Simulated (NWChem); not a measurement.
The numbers come from NWChem runs, not from measurements. System: CF (+1), charge 1, spin multiplicity 1, at a geometry optimised with PBE0/def2-SVP. The structure started from a generated list of species. Level: CR-CCSD(T)/def2-TZVP, 2 core orbitals frozen.

The NWChem input:

```
start mol
memory heap 100 mb stack 700 mb global 1900 mb
charge 1
geometry units angstroms nocenter noautoz
  C      0.000000     0.000000     0.692096
  F      0.000000     0.000000    -0.461397
  symmetry group C2v
end
basis spherical
  * library def2-tzvp
end
scf
  rhf
  nopen 0
  maxiter 100
  thresh 1e-7
  semidirect memsize 60000000 filesize 0
end
tce
  freeze core 2
  cr-ccsd(t)
  2eorb
  2emet 13
  thresh 1e-6
  maxiter 100
  tilesize 24
end
task tce energy
```

NWChem printed:

```
             Northwest Computational Chemistry Package (NWChem) 7.3.0
             --------------------------------------------------------

                                NWChem Input Module
                                -------------------

 Scaling coordinates for geometry "geometry" by  1.889725989
 (inverse scale =  0.529177249)

 Turning off AUTOSYM since
 SYMMETRY directive was detected!

                             Geometry "geometry" -> ""
                             -------------------------

 Output coordinates in angstroms (scale by  1.889725989 to convert to a.u.)

  No.       Tag          Charge          X              Y              Z
 ---- ---------------- ---------- -------------- -------------- --------------
    1 C                    6.0000     0.00000000     0.00000000     0.69209600
    2 F                    9.0000     0.00000000     0.00000000    -0.46139700

 Effective nuclear repulsion energy (a.u.)      24.7730774664

            Nuclear Dipole moment (a.u.)
            ----------------------------
        X                 Y               Z
 ---------------- ---------------- ----------------
     0.0000000000     0.0000000000     0.0000056692

      Symmetry information
      --------------------

 Group name             C2v
 Group number             16
 Group order               4
 No. of unique centers     2

      Symmetry unique atoms

     1    2


 Summary of "ao basis" -> "" (spherical)
 ------------------------------------------------------------------------------
       Tag                 Description            Shells   Functions and Types
 ---------------- ------------------------------  ------  ---------------------
 *                         def2-tzvp                  on all atoms

 Summary of "ao basis" -> "ao basis" (spherical)
 ------------------------------------------------------------------------------
       Tag                 Description            Shells   Functions and Types
 ---------------- ------------------------------  ------  ---------------------
 C                         def2-tzvp                11       31   5s3p2d1f
[...]
            Alpha orbitals :    62
             Beta orbitals :    62
        Alpha frozen cores :     2
         Beta frozen cores :     2
     Alpha frozen virtuals :     0
      Beta frozen virtuals :     0
         Spin multiplicity : singlet
    Number of AO functions :    62
       Number of AO shells :    22
        Use of symmetry is : on
      Symmetry adaption is : on
         Schwarz screening : 0.10D-09

          Correlation Information
          -----------------------
          Calculation type : Coupled-cluster singles & doubles w/ perturbation
   Perturbative correction : Completely renormalized (T)
            Max iterations :      100
        Residual threshold : 0.10D-05
     T(0) DIIS level shift : 0.00D+00
     L(0) DIIS level shift : 0.00D+00
     T(1) DIIS level shift : 0.00D+00
     L(1) DIIS level shift : 0.00D+00
     T(R) DIIS level shift : 0.00D+00
     T(I) DIIS level shift : 0.00D+00
   CC-T/L Amplitude update :  5-th order DIIS
                I/O scheme : Global Array Library
        L-threshold :  0.10D-05
        EOM-threshold :  0.10D-05
 no EOMCCSD initial starts read in
 TCE RESTART OPTIONS
 SLICE:      F
 D4D5:       F
 quantumc:   F
 qrotation:  F
 pwtce:      F
 qducc:      F
 nacto:                         0
 nrotv:                         0
 nrot:                          0

            Memory Information
            ------------------
          Available GA space size is     249032956 doubles
          Available MA space size is     104854612 doubles

 Maximum block size supplied by input
 Maximum block size        24 doubles

 tile_dim =     23

 -------------------------------------------------

 Global array virtual files algorithm will be used

 Parallel file system coherency ......... OK

 4-electron integrals stored in orbital form

 v2    file size   =          1065131
 4-index algorithm nr.  13 is used
 imaxsize =       30
 imaxsize ichop =        0


CCSD iterations
 ---------------------------------------------------------
 Iter          Residuum       Correlation     Cpu    Wall
 ---------------------------------------------------------
    1   0.1742870501110  -0.3454850276646     0.1     0.1
    2   0.0491013986801  -0.3474235141135     0.1     0.1
    3   0.0203262972924  -0.3557835905403     0.1     0.1
    4   0.0105303462049  -0.3565920844083     0.1     0.1
    5   0.0051248491518  -0.3578248106903     0.1     0.1
    6   0.0015136682823  -0.3583843320374     0.1     0.1
    7   0.0005932590838  -0.3584376447925     0.1     0.1
    8   0.0003012758981  -0.3584336569457     0.1     0.1
    9   0.0001588906214  -0.3584384243982     0.1     0.1
   10   0.0000863504597  -0.3584415152912     0.1     0.1
   11   0.0000093871888  -0.3584468153310     0.1     0.1
   12   0.0000032234445  -0.3584464800892     0.1     0.1
   13   0.0000019170375  -0.3584468844594     0.1     0.1
   14   0.0000007507292  -0.3584467855705     0.1     0.1
 -----------------------------------------------------------------
 Iterations converged
 CCSD correlation energy / hartree =        -0.358446785570549
 CCSD total energy / hartree       =      -137.265451872961847

 Singles contributions

 Doubles contributions
     9b1  (alpha)     9b1  (beta ) ---     7a1  (alpha)     7a1  (beta )       -0.1003717056
     8b2  (alpha)     8b2  (beta ) ---     7a1  (alpha)     7a1  (beta )       -0.1003717056
 CR-CCSD(T)

 CR-CCSD[T]  correction energy / hartree =        -0.013212138778529
 CR-CCSD[T] correlation energy / hartree =        -0.371658924349077
 CR-CCSD[T] total energy / hartree       =      -137.278664011740375
 CR-CCSD(T)  correction energy / hartree =        -0.011767199251700
 CR-CCSD(T) correlation energy / hartree =        -0.370213984822248
 CR-CCSD(T) total energy / hartree       =      -137.277219072213541

 Task  times  cpu:        2.9s     wall:        2.9s

 Total times  cpu:        2.9s     wall:        2.9s
```
